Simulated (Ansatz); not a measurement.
`O=C(O)O[SiH3]` + `CC(F)S` → `CC(F)S[SiH3]` + `O=C(O)O`  (ligand exchange at the Si–O bond)

Program: Ansatz. Geometries: PBE0-D4/def2-TZVP. ΔE: electronic, gas phase. CBS: MP2 limit from def2 TZ/QZ plus the TZ coupled-cluster correction, frozen cores. DFT in def2-TZVPP. B3LYP here is the variant with VWN-RPA as its local correlation; programs differ in this. One conformer a species, not always the lowest.

CCSD(T)/CBS gives +0.32 eV.

Question: Another level gave +0.26 eV. Which?
A. B3LYP-D4/def2-TZVPP
B. CCSD/def2-TZVPP
C. PBE0-D4/def2-TZVPP
D. r2SCAN-D4/def2-TZVPP

Answer: D. r2SCAN-D4 0.26, B3LYP-D4 0.31, CCSD/def2-TZVPP 0.37, PBE0-D4 0.19 eV.

Largest T1 diagnostic among the species: 0.014.

In def2-TZVPP, CCSD(T) changes the Hartree–Fock value by −0.14 eV (the triples alone add −0.03 eV) and MP2 by −0.16 eV. The D4 term adds −0.05 eV with B3LYP and −0.03 eV with PBE0; it sums over pairs of atoms, weighted by their polarisabilities, and B3LYP, whose exchange is more repulsive, gets the larger term.
